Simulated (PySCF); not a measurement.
A GIAO shielding run with PySCF (density fitting, non-relativistic, gas phase) on SMILES O[SiH]1CCCC1, C4H10OSi:

```
$ OMP_NUM_THREADS=1 python probes_run.py task.json out

{"job": {"kind": "nmr", "xc": "PBE0", "basis": "pcSseg-1"}, "charge": 0, "multiplicity": 1}
O      2.516435     0.937880     0.202630
Si     1.091346     0.413431     0.798753
C      0.499970    -1.292481     0.177952
C     -0.686425    -0.991054    -0.744572
C     -1.457640     0.187428    -0.152818
C     -0.458682     1.309224     0.140365
H      2.679846     1.002756    -0.735012
H      1.340442     0.522338     2.228813
H      1.259738    -1.874297    -0.342440
H      0.158540    -1.904875     1.012119
H     -1.333509    -1.862545    -0.865007
H     -0.318291    -0.711458    -1.735348
H     -2.249326     0.518667    -0.828156
H     -1.924991    -0.129823     0.781886
H     -0.888233     2.031945     0.830715
H     -0.236819     1.851807    -0.781290
```

Hardware: 1 thread of an AMD EPYC 9R45 96-Core, shared host. The job also computes population analyses, field gradients, ring-centre shieldings.

Task: How large is the calculation?

Result: 56 electrons, 159 basis functions and 846 auxiliary functions.

Task: How long does it take, and how much memory does it need?

Result: 9 s of wall time, with 12 SCF cycles and 4 response iterations; peak memory 0.74 GiB. Times on a shared host scatter by some tens of per cent.
